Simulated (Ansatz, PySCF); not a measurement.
Gas-phase reaction in SMILES: COB(OC)OC [trimethyl borate] → CO[B]OC + C[O] (the B-O bond at the site shown breaks; other sites are not compared here)
Geometries: B3LYP-D3(BJ)/def2-TZVP minima from Ansatz (a quantum-chemistry and plane-wave program), one conformer each, not searched for the lowest. Frequencies are from Ansatz or PySCF.

Quantity: bond dissociation energy (enthalpy at 298 K, with B3LYP-D3(BJ) rigid-rotor harmonic-oscillator terms), in kcal/mol. Cores are frozen in the correlated levels unless marked. Open shells are spin-unrestricted. No spin-orbit coupling. No relativistic terms. Basis-set limits of correlation are two-point, X^-3; Hartree-Fock from the larger set. The bracket is a focal-point correction in the basis named.

| level | program | bond dissociation energy (kcal/mol) |
|---|---|---|
| r2SCAN/def2-TZVPD | Ansatz | [?] |
| B3LYP/def2-TZVPD | Ansatz | [?] |
| CAM-B3LYP-D3(BJ)/def2-TZVPD | Ansatz + dftd3 | 131.1 |
| B2GP-PLYP-D4/def2-TZVPD | Ansatz + dftd4 | [?] |
| B2PLYP-D3(BJ)/def2-TZVPD | Ansatz + dftd3 | [?] |
| PBE-QIDH/def2-TZVPD | Ansatz | 133.7 |
| SCS-MP2/STO-3G | Ansatz | 129.3 |
| RI-MP2/CBS(cc-pVTZ,cc-pVQZ)+[CCSD(T)-MP2]/cc-pVDZ | Ansatz | 138.1 |

Problem. Some entries are withheld; supply them.

Solution. 
- r2SCAN/def2-TZVPD, bond dissociation energy (kcal/mol): 125.1
- B3LYP/def2-TZVPD, bond dissociation energy (kcal/mol): 124.8
- B2GP-PLYP-D4/def2-TZVPD, bond dissociation energy (kcal/mol): 133.8
- B2PLYP-D3(BJ)/def2-TZVPD, bond dissociation energy (kcal/mol): 131.9
